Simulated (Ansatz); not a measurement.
Ansatz (a first-principles code) input (B3LYP/6-31G* with LANL2DZ past Ar): The .json file joins the Basis Set Exchange's 6-31G* for atoms up to Ar and LANL2DZ past it.

Ansatz 0.2 input:
```yaml
crystal:
  periodic: [false, false, false]
  atoms:
    - {symbol: O, position_ang: [-1.01174800, 2.26466700, -0.35369100]}
    - {symbol: B, position_ang: [-1.21318700, 1.04721000, -0.14768600]}
    - {symbol: O, position_ang: [-2.31461300, 0.20640600, 0.01506800]}
    - {symbol: I, position_ang: [0.67491600, -0.48635600, 0.06621700]}
    - {symbol: H, position_ang: [-3.09372500, 0.77222800, -0.06209800]}
basis:
  gaussian:
    orbitals: 6-31Gs+LANL2DZ.json
hamiltonian:
  xc: {name: B3LYP}
total_charge: -1
relax: {f_tol: 0.003, max_steps: 120}
```

Output:

```
Functional definition: B3LYP
integrals: 0.01 GiB planned
598 factors; integrals over basis functions are off by at most 3.2e-4 eV
mean field: 0.14 GiB planned
mean field evaluation 1: about -5098.3443 eV, gradient 3.8e1 eV
mean field evaluation 2: about -5086.9884 eV, gradient 8.7e1 eV
mean field evaluation 4: about -5101.0872 eV, gradient 3.8e0 eV
mean field evaluation 8: about -5101.1098 eV, gradient 3.8e-2 eV
mean field -5101.10979159 eV, -187.4623271844 hartree, gradient 7.2e-5 eV, S^2 0.000000; 0 other end points of the search recorded, 0 dependent functions left out
the calculation of the forces begins
reference -5101.10997221 eV, -187.4623338220 hartree; 15, 15 occupied and 40, 40 virtual orbitals, 598 factors
relax step   1: F+E_penalty+E_count = -5101.10979159 eV  Δ(F+E_penalty+E_count) = +0.000e0 eV  max|allowed force component| = 3.862e-1 eV/Å  Δτ_max = 0.0000 Å  (24 SCF iters, accepted)
these checks for a lower state are left out or cut short: starts, cluster_reference, orbital_swaps, neighbouring_geometries, increment
integrals: 0.01 GiB planned
598 factors; integrals over basis functions are off by at most 3.2e-4 eV
mean field: 0.14 GiB planned
mean field evaluation 16: about -5101.1256 eV, gradient 5.0e-2 eV
mean field -5101.12305745 eV, -187.4628146960 hartree, gradient 1.3e-5 eV, S^2 0.000000; 0 other end points of the search recorded, 0 dependent functions left out
the calculation of the forces begins
reference -5101.12323880 eV, -187.4628213602 hartree; 15, 15 occupied and 40, 40 virtual orbitals, 598 factors
relax step   2: F+E_penalty+E_count = -5101.12305745 eV  Δ(F+E_penalty+E_count) = -1.327e-2 eV  max|allowed force component| = 4.274e-1 eV/Å  Δτ_max = 0.0874 Å  (29 SCF iters, accepted)
these checks for a lower state are left out or cut short: starts, cluster_reference, orbital_swaps, neighbouring_geometries, increment
integrals: 0.01 GiB planned
598 factors; integrals over basis functions are off by at most 3.2e-4 eV
mean field: 0.14 GiB planned
mean field -5101.12811622 eV, -187.4630006022 hartree, gradient 7.3e-5 eV, S^2 0.000000; 0 other end points of the search recorded, 0 dependent functions left out
the calculation of the forces begins
reference -5101.12829727 eV, -187.4630072558 hartree; 15, 15 occupied and 40, 40 virtual orbitals, 598 factors
relax step   3: F+E_penalty+E_count = -5101.12811622 eV  Δ(F+E_penalty+E_count) = -5.059e-3 eV  max|allowed force component| = 2.646e-1 eV/Å  Δτ_max = 0.0294 Å  (25 SCF iters, accepted)
these checks for a lower state are left out or cut short: starts, cluster_reference, orbital_swaps, neighbouring_geometries, increment
integrals: 0.01 GiB planned
598 factors; integrals over basis functions are off by at most 3.2e-4 eV
mean field: 0.14 GiB planned
mean field evaluation 32: about -5101.1307 eV, gradient 5.0e-4 eV
mean field -5101.13065690 eV, -187.4630939706 hartree, gradient 2.4e-5 eV, S^2 0.000000; 0 other end points of the search recorded, 0 dependent functions left out
the calculation of the forces begins
reference -5101.13083757 eV, -187.4631006101 hartree; 15, 15 occupied and 40, 40 virtual orbitals, 598 factors
relax step   4: F+E_penalty+E_count = -5101.13065690 eV  Δ(F+E_penalty+E_count) = -2.541e-3 eV  max|allowed force component| = 1.633e-1 eV/Å  Δτ_max = 0.0116 Å  (23 SCF iters, accepted)
these checks for a lower state are left out or cut short: starts, cluster_reference, orbital_swaps, neighbouring_geometries, increment
integrals: 0.01 GiB planned
598 factors; integrals over basis functions are off by at most 3.2e-4 eV
mean field: 0.14 GiB planned
mean field -5101.13204989 eV, -187.4631451620 hartree, gradient 7.3e-5 eV, S^2 0.000000; 0 other end points of the search recorded, 0 dependent functions left out
the calculation of the forces begins
reference -5101.13223028 eV, -187.4631517913 hartree; 15, 15 occupied and 40, 40 virtual orbitals, 598 factors
relax step   5: F+E_penalty+E_count = -5101.13204989 eV  Δ(F+E_penalty+E_count) = -1.393e-3 eV  max|allowed force component| = 5.453e-2 eV/Å  Δτ_max = 0.0088 Å  (24 SCF iters, accepted)
these checks for a lower state are left out or cut short: starts, cluster_reference, orbital_swaps, neighbouring_geometries, increment
integrals: 0.01 GiB planned
598 factors; integrals over basis functions are off by at most 3.2e-4 eV
mean field: 0.14 GiB planned
mean field -5101.13230428 eV, -187.4631545108 hartree, gradient 2.6e-5 eV, S^2 0.000000; 0 other end points of the search recorded, 0 dependent functions left out
the calculation of the forces begins
reference -5101.13248468 eV, -187.4631611401 hartree; 15, 15 occupied and 40, 40 virtual orbitals, 598 factors
relax step   6: F+E_penalty+E_count = -5101.13230428 eV  Δ(F+E_penalty+E_count) = -2.544e-4 eV  max|allowed force component| = 3.497e-2 eV/Å  Δτ_max = 0.0054 Å  (23 SCF iters, accepted)
these checks for a lower state are left out or cut short: starts, cluster_reference, orbital_swaps, neighbouring_geometries, increment
integrals: 0.01 GiB planned
598 factors; integrals over basis functions are off by at most 3.2e-4 eV
mean field: 0.14 GiB planned
mean field -5101.13219920 eV, -187.4631506491 hartree, gradient 9.8e-6 eV, S^2 0.000000; 0 other end points of the search recorded, 0 dependent functions left out
the calculation of the forces begins
reference -5101.13237966 eV, -187.4631572806 hartree; 15, 15 occupied and 40, 40 virtual orbitals, 598 factors
relax step   7: F+E_penalty+E_count = -5101.13219920 eV  Δ(F+E_penalty+E_count) = +1.051e-4 eV  max|allowed force component| = 1.298e-1 eV/Å  Δτ_max = 0.0087 Å  (23 SCF iters, rejected (line search))
these checks for a lower state are left out or cut short: starts, cluster_reference, orbital_swaps, neighbouring_geometries, increment
integrals: 0.01 GiB planned
598 factors; integrals over basis functions are off by at most 3.2e-4 eV
mean field: 0.14 GiB planned
mean field -5101.13244532 eV, -187.4631596939 hartree, gradient 1.6e-5 eV, S^2 0.000000; 0 other end points of the search recorded, 0 dependent functions left out
the calculation of the forces begins
reference -5101.13262578 eV, -187.4631663256 hartree; 15, 15 occupied and 40, 40 virtual orbitals, 598 factors
relax step   8: F+E_penalty+E_count = -5101.13244532 eV  Δ(F+E_penalty+E_count) = -1.410e-4 eV  max|allowed force component| = 1.821e-2 eV/Å  Δτ_max = 0.0042 Å  (23 SCF iters, accepted)
these checks for a lower state are left out or cut short: starts, cluster_reference, orbital_swaps, neighbouring_geometries, increment
integrals: 0.01 GiB planned
598 factors; integrals over basis functions are off by at most 3.2e-4 eV
mean field: 0.14 GiB planned
mean field evaluation 64: about -5101.1325 eV, gradient 1.4e-4 eV
mean field -5101.13248069 eV, -187.4631609935 hartree, gradient 2.5e-5 eV, S^2 0.000000; 0 other end points of the search recorded, 0 dependent functions left out
the calculation of the forces begins
reference -5101.13266120 eV, -187.4631676272 hartree; 15, 15 occupied and 40, 40 virtual orbitals, 598 factors
relax step   9: F+E_penalty+E_count = -5101.13248069 eV  Δ(F+E_penalty+E_count) = -3.536e-5 eV  max|allowed force component| = 9.631e-4 eV/Å  Δτ_max = 0.0033 Å  (21 SCF iters, accepted)
integrals: 0.01 GiB planned
598 factors; integrals over basis functions are off by at most 3.2e-4 eV
mean field: 0.14 GiB planned
mean field -5101.13248069 eV, -187.4631609935 hartree, gradient 2.5e-5 eV, S^2 0.000000; 1 other end points of the search recorded, 0 dependent functions left out
the calculation of the forces begins
reference -5101.13266120 eV, -187.4631676272 hartree; 15, 15 occupied and 40, 40 virtual orbitals, 598 factors
Total energy: -5101.13266120 eV, -187.4631676272 hartree
Atom 0 at    -1.028035     2.289658    -0.357485 Å, force     0.000166     0.000963    -0.000163 eV/Å
Atom 1 at    -1.247193     1.079114    -0.152244 Å, force    -0.000227    -0.000479     0.000080 eV/Å
Atom 2 at    -2.313140     0.204502     0.015362 Å, force     0.000502     0.000085    -0.000038 eV/Å
Atom 3 at     0.727708    -0.542949     0.074466 Å, force     0.000084    -0.000362     0.000063 eV/Å
Atom 4 at    -3.097697     0.773830    -0.062288 Å, force    -0.000525    -0.000207     0.000058 eV/Å
Dipole moment:    -0.164097    -0.459407     0.079605 e Å
```

The dipole moment of an ion depends on the origin.

The geometry given is a B3LYP-D3(BJ)/def2-TZVP minimum.
